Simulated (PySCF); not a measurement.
A structure optimised at PBE-D3(BJ)/def2-TZVP, used in a PySCF frequency run:

```
Ge
H 1 1.5477
H 1 1.5477 2 108.20
H 1 1.5477 2 108.20 3 -117.01
Si 1 2.3868 2 110.72 3 121.50
H 5 1.4957 1 110.16 2 -180.00
H 5 1.4957 6 108.77 1 -120.84
H 5 1.4957 6 108.77 7 -118.33
```
Charge 0, spin multiplicity 1.

Write its SMILES, formula and point group.

[SiH3][GeH3], GeH6Si, C3v

What are its rotational constants (standard atomic weights)?

41.093, 3.5838, 3.5838 GHz
